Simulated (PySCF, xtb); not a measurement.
C3H3BF2O, SMILES C1C=C(O1)B(F)F. One conformer was computed; it need not be the lowest.

Harmonic wavenumbers (cm⁻¹) from xtb with GFN2-xTB at its own minimum, in rising order: 71, 123, 158, 343, 417, 426, 592, 602, 695, 923, 947, 976, 1022, 1057, 1109, 1165, 1222, 1288, 1330, 1407, 1601, 2981, 2991, 3197.

Problem. What does PBE-D3(BJ)/def2-SVP run with PySCF 2.14.0 give at its own minimum? (Estimate from the structure and the level; the computed values follow.)

Solution. 79, 130, 161, 355, 429, 460, 622, 666, 685, 902, 925, 930, 970, 1067, 1094, 1155, 1225, 1341, 1387, 1404, 1615, 2985, 3049, 3212. Paired by order, the mean absolute difference is 24 cm⁻¹ and the zero-point energies are 38.1 and 38.4 kcal/mol.
